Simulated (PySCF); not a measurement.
Two species compared at the same levels of theory.

First species: C7H9N3S.
SMILES with atom numbers: `[CH3:1][S:2][c:3]1[cH:4][c:5]([CH:6]2[CH2:7][CH2:8]2)[n:9][n:10][n:11]1` (hydrogens: H12, H13, H14 on C1; H15 on C4; H16 on C6; H17, H18 on C7; H19, H20 on C8)

Structure used (GFN2-xTB), in Å, numbered top down from 1:
```xyz
20
C7H9N3S angstrom
C      4.2328   -0.6709   -0.5680
S      3.2150    0.1515    0.6872
C      1.6214   -0.0952    0.0264
C      0.4944    0.4175    0.6684
C     -0.7204    0.1489    0.0499
C     -1.9981    0.6242    0.5835
C     -3.2262   -0.2378    0.4063
C     -3.0888    1.0081   -0.3895
N     -0.7456   -0.5722   -1.0855
N      0.3371   -1.0088   -1.6081
N      1.5041   -0.7950   -1.1043
H      5.1985   -0.8592   -0.1111
H      3.7442   -1.5951   -0.8570
H      4.3363   -0.0159   -1.4273
H      0.5724    0.9848    1.5818
H     -1.9102    1.1975    1.4979
H     -3.0861   -1.1768   -0.1053
H     -3.9340   -0.2664    1.2204
H     -3.6986    1.8626   -0.1400
H     -2.8533    0.9089   -1.4374
```

Second species: 4-ethylphenylacetylene, C10H10.
Cartesian coordinates in Å at the GFN2-xTB level; atoms count from 1:
```
atom  x, y, z in Å
C1     4.5570   -0.6314   -0.2236
C2     3.3772   -0.4238   -0.1441
C3     1.9876   -0.1741   -0.0438
C4     1.1930   -0.9428    0.8059
C5    -0.1587   -0.6825    0.9117
C6    -0.7487    0.3441    0.1830
C7    -2.2248    0.6027    0.2817
C8    -2.9871   -0.2299   -0.7515
C9     0.0476    1.0981   -0.6716
C10    1.4004    0.8488   -0.7874
H11    5.5878   -0.8126   -0.2934
H12    1.6453   -1.7388    1.3797
H13   -0.7673   -1.2816    1.5748
H14   -2.5795    0.3458    1.2822
H15   -2.4272    1.6620    0.1090
H16   -2.6580    0.0209   -1.7576
H17   -2.8083   -1.2906   -0.5895
H18   -4.0559   -0.0420   -0.6775
H19   -0.3986    1.8958   -1.2490
H20    2.0130    1.4426   -1.4505
```

Levels: PBE0/pcSseg-1 for dipole moment, HOMO energy, LUMO energy and HOMO–LUMO gap; GFN2-xTB for rotational constant A and rotational constant C. Geometries: GFN2-xTB. Each species is one conformer at its optimised geometry, gas phase, non-relativistic unless stated. Electronic properties by PySCF.

Dipoles, sizes and rotational constants follow the conformer. The torsions of the flexible species, by atom-mapped SMILES:
- `[CH3:1][S:2][c:3]1[cH:4][c:5]([CH:6]2[CH2:7][CH2:8]2)[n:9][n:10][n:11]1`: C1–S2–C3–C4 -178°, C4–C5–C6–C7 -146°
- `[CH:1]#[C:2][c:3]1[cH:4][cH:5][c:6]([CH2:7][CH3:8])[cH:9][cH:10]1`: C5–C6–C7–C8 -89°

Values for the first species:

* Dipole moment: 3.41 D
* HOMO energy: -6.89 eV
* LUMO energy: -1.57 eV
* HOMO–LUMO gap: 5.32 eV
* Rotational constant A: 3.038 GHz
* Rotational constant C: 0.444 GHz

Question: Estimate the same properties for the second species, and the change in each.

Answer: 
```
             property      first     second  second less first
        dipole moment     3.41 D     1.27 D            -2.14 D
          HOMO energy   -6.89 eV   -6.68 eV           +0.21 eV
          LUMO energy   -1.57 eV   -0.89 eV           +0.68 eV
        HOMO–LUMO gap    5.32 eV    5.79 eV           +0.47 eV
rotational constant A  3.038 GHz  4.421 GHz         +1.383 GHz
rotational constant C  0.444 GHz  0.639 GHz         +0.195 GHz
```

On the first: The dipole matches unit charges of opposite sign 0.71 Å apart (1 e·Å = 4.8032 D). GFN2-xTB frequencies show an imaginary mode (34i cm⁻¹), so this geometry is no minimum at that level.

On the second: A dipole of 1.27 D is allowed in Cs, and pure rotational transitions are dipole-allowed. The dipole equals about 4.2 × 10⁻³⁰ C·m (1 D = 3.33564 × 10⁻³⁰ C·m).
